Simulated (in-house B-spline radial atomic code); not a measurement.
Results of a calculation; reference values are marked as such.
**Making a Troullier-Martins s channel for K, r_c = 3.52 bohr**

K, [Ar] 4s1, non-relativistic LDA (VWN5), spherical and spin-unpolarised, from a B-spline radial code for spherical atoms (atomic units). The all-electron 4s level is ε = -0.088815 hartree, its outermost node lies just inside 1.61 bohr and its outer maximum at 4.05 bohr.

Inside r_c the pseudo-orbital is u(r) = r^1 exp(p(r)), with p = c0 + c2 r² + c4 r⁴ + … + c12 r¹². The seven coefficients follow from p and its first four derivatives at r_c, from zero curvature of the screened potential at the origin, c4 = −c2²/(2l + 5), and from the norm inside r_c. At r_c the all-electron orbital has P = 0.4711219, P' = 0.05854298, the screened potential V = -0.2305551, V' = 0.1157434, V'' = -0.1261995, and the norm inside is Q = 0.2381697.

Problem. What are p, p' and p'' at r_c?

Solution. p = ln(P/r_c^1) = ln(0.4711219/3.52) = -2.01110. p' = P'/P − 1/r_c = 0.12426 − 0.28409 = -0.15983. The radial equation gives p'' = 2(V − ε) − 2(1) p'/r_c − p'² = -0.28348 − (-0.09081) − 0.02554 = -0.21821. Differentiating, p''' = 2V' + 2(1)p'/r_c² − 2(1)p''/r_c − 2p'p'' = 0.25992, and p'''' = 2V'' − 4(1)p'/r_c³ + 4(1)p''/r_c² − 2(1)p'''/r_c − 2p''² − 2p'p''' = -0.46802.

For a trial c2 the five matching conditions are linear in c0, c6, c8, c10 and c12, and c2 is varied until the norm inside r_c equals Q. The root nearest zero gives:

| n | c_n |
| --- | --- |
| 0 | -2.889675 |
| 2 | 0.2342598 |
| 4 | -0.01097554 |
| 6 | -0.001756847 |
| 8 | 0.0002302719 |
| 10 | -1.044112e-05 |
| 12 | 1.726455e-07 |

Problem. Check c4 and p(r_c), and find the screened pseudopotential at the origin.

Solution. −c2²/5 = -0.0109755, as listed. The terms c_n r_c^n are -2.88968, 2.90257, -1.68499, -3.34187, 5.42728, -3.04911, 0.62469, which sum to -2.01110. Inverting the radial equation, V_l(r) = ε + 1 p'/r + (p'' + p'²)/2, so V_l(0) = ε + (2l + 3) c2 = -0.088815 + 3 × (0.23426) = 0.6140 hartree, finite where the all-electron potential diverges.

Orbitals and screened potentials:

```
r (bohr)         P        u  V all-electron  V pseudo
   0.352   0.08879  0.02014          -23.45    0.6131
    0.88   -0.2004  0.05823          -4.657    0.5818
   1.408  -0.07939    0.118           -1.71    0.4309
   1.936    0.1421   0.2102         -0.8315    0.1199
   2.464    0.3141   0.3237         -0.4821   -0.1954
   2.992    0.4191   0.4193         -0.3154   -0.2919
    3.52    0.4711   0.4711         -0.2306   -0.2306
```

Logarithmic derivatives P'/P at R = 3.82 bohr, for energies E around ε:

| E − ε (hartree) | all-electron | pseudo |
| --- | --- | --- |
| -0.5 | 0.86925 | 0.859937 |
| -0.25 | 0.54269 | 0.538434 |
| -0.1 | 0.277558 | 0.276414 |
| 0 | 0.0463816 | 0.046383 |
| 0.1 | -0.262656 | -0.265651 |
| 0.25 | -1.05409 | -1.1101 |
| 0.5 | -23.4842 | 19.3674 |

Problem. With P(R) = 0.4830734 and a norm of 0.3067187 inside R, what slope in energy does norm conservation fix?

Solution. d(P'/P)/dE = −2 × (norm inside R)/P(R)² = -2.6287 per hartree·bohr at E = ε, for both atoms, since orbital and norm agree at R. Differences over ±0.1 hartree give -2.7011 (all-electron) and -2.7103 (pseudo), which also hold third-order terms. Half a hartree below ε the two curves differ by -0.0093.
